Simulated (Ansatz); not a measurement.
One change: `CC(C)[O][InH][F]` becomes `CC(C)O[SiH]`.

Ansatz, PBE0-D4/def2-TZVP geometries, multiplicity 1. Each molecule was computed in one conformer, which needn't be the lowest.

Elements past krypton have def2 core potentials.

| property | `CC(C)[O][InH][F]` |
| --- | --- |
| size of the dipole moment (PBE/def2-TZVPP) / D | 3.90 |
| LUMO energy (PBE/def2-TZVPP) / eV | -2.11 |
| HOMO–LUMO gap (PBE0/def2-TZVPP) / eV | 6.54 |
| HOMO–LUMO gap (PBE/def2-TZVPP) / eV | 4.27 |
| HOMO–LUMO gap (ωB97M-V/def2-TZVPP) / eV | 10.37 |
| size of the dipole moment (B3LYP/def2-TZVPP) / D | 4.11 |

Task: What does the change do to each property? (Best estimate.)

Result: Computed: 
```
                                        property  `CC(C)O[SiH]`  shift
  size of the dipole moment (PBE/def2-TZVPP) / D           1.62  -2.28
               LUMO energy (PBE/def2-TZVPP) / eV          -2.75  -0.64
            HOMO–LUMO gap (PBE0/def2-TZVPP) / eV           4.41  -2.13
             HOMO–LUMO gap (PBE/def2-TZVPP) / eV           2.47  -1.80
         HOMO–LUMO gap (ωB97M-V/def2-TZVPP) / eV           8.50  -1.87
size of the dipole moment (B3LYP/def2-TZVPP) / D           1.54  -2.57
```

With PBE0 the HOMO rises by 1.55 eV and the LUMO falls by 0.60 eV, so the gap narrows by about 2.15 eV. PBE moves the HOMO by 1.16 eV and ωB97M-V by 1.82 eV. Dipoles are sizes alone; their direction can turn.

B3LYP here is the variant with VWN-RPA as its local correlation; programs differ in this.
